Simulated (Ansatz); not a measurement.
Single points on (HMg-mu-Cl)2 (Mg2H2Cl2).

```yaml
crystal:
  periodic: [false, false, false]
  atoms:
    - {symbol: Mg, position_ang: [-0.993558, -0.031656, 1.364324]}
    - {symbol: H, position_ang: [-1.982963, -0.060304, 2.730166]}
    - {symbol: Cl, position_ang: [0.797881, -1.408413, 0.548390]}
    - {symbol: Mg, position_ang: [0.992958, 0.031117, -1.364766]}
    - {symbol: H, position_ang: [1.988670, 0.065264, -2.725891]}
    - {symbol: Cl, position_ang: [-0.802988, 1.403992, -0.552202]}
basis:
  gaussian: {orbitals: def2-TZVP, initial_orbitals: start.molden}
hamiltonian: {xc: {name: BLYP}, dispersion: d4}
scf: {omitted_lower_state_checks: [starts]}
output: {orbitals: {seedname: orbitals}}
```

The file start.molden holds the orbitals of an earlier run on this structure, at another level or in another basis.

```sh
$ ansatz run in.yaml --threads 2 --pin off --events-out ev --progress --plain --max-ram 4352MiB
```

Output, abridged:

```
Functional definition: BLYP
  name "BLYP"
  cite "Becke, Phys. Rev. A 38, 3098 (1988) doi:10.1103/PhysRevA.38.3098"
  cite "Lee, Yang & Parr, Phys. Rev. B 37, 785 (1988) doi:10.1103/PhysRevB.37.785"
  parameter beta = 0.0042
  parameter a = 0.04918
  parameter b = 0.132
  parameter c = 0.2533
  parameter d = 0.349
  exchange = b88_x(beta = beta)
  correlation = lyp_c(a = a, b = b, c = c, d = d)
these checks for a lower state are left out or cut short: starts
1176 factors; their error is unknown
mean field evaluation 1: about -35972.0395 eV, gradient 1.6e1 eV
mean field evaluation 2: about -35972.2038 eV, gradient 2.1e-1 eV
mean field evaluation 4: about -35972.1859 eV, gradient 3.1e-4 eV
mean field -35972.18594917 eV, -1321.9534508086 hartree, gradient 2.0e-5 eV, S^2 0.000000; 0 other end points of the search recorded, 0 dependent functions left out
reference -35972.18634508 eV, -1321.9534653579 hartree; 30, 30 occupied and 120, 120 virtual orbitals, 1176 factors
Total energy: -35972.50833049 eV, -1321.9652981034 hartree
Checks for a lower state left out: starts
```

Run time 1.1 s (2 threads of Intel Xeon 6975P-C on a shared host).

First input, but with `gaussian: {orbitals: def2-TZVPP, initial_orbitals: start.molden}`, `correlation: {method: ccsd_t}` and without the key `hamiltonian` (abridged; 24 s):

```
Functional definition: HF
mean field -35907.86881242 eV, -1319.5898396287 hartree, gradient 3.2e-6 eV, S^2 0.000000
12 core orbitals not correlated: weight in the atoms' cores, before any rotation towards them, 1.000 or more for the frozen orbitals, at most 0.000 for the correlated occupied ones
second order -21.58037440 eV of doubles, -0.00000000 eV of singles
cycle   1  -22.69387281 eV  change    -1.1e0 eV  update   7.4e-2
cycle   2  -23.11158057 eV  change   -4.2e-1 eV  update   2.3e-2
cycle   3  -23.13972256 eV  change   -2.8e-2 eV  update   8.1e-3
cycle   4  -23.13126887 eV  change    8.5e-3 eV  update   2.9e-3
cycle   5  -23.13139847 eV  change   -1.3e-4 eV  update   9.4e-4
cycle   6  -23.13160482 eV  change   -2.1e-4 eV  update   2.6e-4
cycle   7  -23.13157278 eV  change    3.2e-5 eV  update   7.4e-5
cycle   8  -23.13157072 eV  change    2.1e-6 eV  update   2.5e-5
perturbative correction -0.59159955 eV, -0.0217408825 hartree
Total energy: -35931.59198269 eV, -1320.4616500560 hartree
Checks for a lower state left out: starts
```

The first input with `gaussian: {orbitals: def2-TZVPD, initial_orbitals: start.molden}`, `hamiltonian: {xc: pbe, dispersion: d4}` (abridged; 1.6 s):

```
Functional definition: PBE
mean field -35954.97262084 eV, -1321.3208726602 hartree, gradient 2.4e-5 eV, S^2 0.000000
Total energy: -35955.12741092 eV, -1321.3265610904 hartree
Checks for a lower state left out: starts
```

As the first input, with `hamiltonian: {xc: r2scan, dispersion: d4}` (abridged; 2.2 s):

```
Functional definition: r2SCAN
mean field -35969.23236004 eV, -1321.8449084102 hartree, gradient 1.8e-5 eV, S^2 0.000000
Total energy: -35969.26947155 eV, -1321.8462722330 hartree
Checks for a lower state left out: starts
```

The first input with `hamiltonian: {xc: {name: B2PLYP}}` and without the key `output` (abridged; 2.6 s):

```
Functional definition: B2PLYP
mean field -35954.79339175 eV, -1321.3142861126 hartree, gradient 4.8e-6 eV, S^2 0.000000
12 core orbitals not correlated: weight in the atoms' cores, before any rotation towards them, 1.000 or more for the frozen orbitals, at most 0.000 for the correlated occupied ones
second order -24.85306280 eV of doubles, -0.00000000 eV of singles
Total energy: -35961.50390871 eV, -1321.5608930624 hartree
Checks for a lower state left out: starts
```

First input, but with `hamiltonian: {xc: pbe}`, `correlation: {method: rpa}` and without the key `output` (abridged; 2.2 s):

```
Functional definition: PBE
mean field -35954.93226351 eV, -1321.3193895555 hartree, gradient 1.5e-6 eV, S^2 0.000000
12 core orbitals not correlated: weight in the atoms' cores, before any rotation towards them, 1.000 or more for the frozen orbitals, at most 0.000 for the correlated occupied ones
Total energy: -35941.14936493 eV, -1320.8128773752 hartree
Checks for a lower state left out: starts
```

The first input with `gaussian: {orbitals: "def2-QZVPP.json", initial_orbitals: start.molden}`, `correlation: {method: mp2}` and without the key `hamiltonian` (abridged; 7.5 s):

```
Functional definition: HF
mean field -35909.08259716 eV, -1319.6344453951 hartree, gradient 5.5e-6 eV, S^2 0.000000
12 core orbitals not correlated: weight in the atoms' cores, before any rotation towards them, 1.000 or more for the frozen orbitals, at most 0.000 for the correlated occupied ones
second order -24.88193611 eV of doubles, -0.00000000 eV of singles
Total energy: -35933.96453327 eV, -1320.5488396816 hartree
Checks for a lower state left out: starts
```

Geometry: PBE0-D4/def2-SVP.

Correlated methods freeze 12 core orbitals; core or outer-core shells of Mg are correlated, in sets that lack core-valence functions.
